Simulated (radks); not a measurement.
The numbers below are computed, except where a source is named.
Spherical jellium clusters: N electrons in a uniform positive sphere of charge N and radius rs N^(1/3), rs = 3.98 bohr. Level of theory: non-relativistic Kohn-Sham, exchange-only LDA, spin-polarised, spherical densities (a radial shooting solver with Libxc functionals). Levels are named by radial order and angular momentum (1s, 1p, 1d, 2s, ...), and open shells are averaged over m.

N = 15, configuration 1s2 1p6 1d(up 5, down 1) 2s(up 1, down 0). This is the lowest configuration that the search found. Occupied and some empty levels:

| level | occupation | eigenvalue (eV) | <r> (bohr) |
|---|---|---|---|
| 1s up | 1 | -4.5833 | 6.231 |
| 1s down | 1 | -3.7952 | 6.287 |
| 1p up | 3 | -3.6769 | 7.472 |
| 1p down | 3 | -2.9038 | 7.418 |
| 1d up | 5 | -2.5617 | 8.401 |
| 2s up | 1 | -2.1008 | 7.251 |
| 1d down | 1 | -1.7730 | 8.457 |
| 1f up | 0 | -1.2983 | 9.371 |
| 2s down | 0 | -1.2363 | 8.145 |
| 2p up | 0 | -0.83495 | 10.04 |
| 1f down | 0 | -0.53419 | 9.771 |
| 2p down | 0 | -0.29966 | 12.14 |

Energy (eV): total -15.1890, kinetic 26.029, external -731.90, Hartree 358.75, exchange-correlation -42.324, background 374.26.
